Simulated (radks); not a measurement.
Q: Species: Co23+. Configuration: [He] 2s2. Calculated with a radial shooting solver on a logarithmic mesh with Libxc functionals: non-relativistic Kohn-Sham, exchange-only LDA, spin-polarised, spherical densities, point nucleus. Some entries of the table are withheld. Estimate them.

orbital  occ.  eigenvalue (Ry)  <r> (bohr)  <r^2> (bohr^2)
1s          2        -660.6255     0.05663        0.004290
2s          2        -150.3902         (1)         0.06482
2p          0        -146.2818      0.2002             (2)
3s          0        -63.74283      0.5444          0.3366
3d          0        -61.35047      0.4359          0.2177

A: 
(1) 2s <r> (bohr): 0.2356
(2) 2p <r^2> (bohr^2): 0.04829
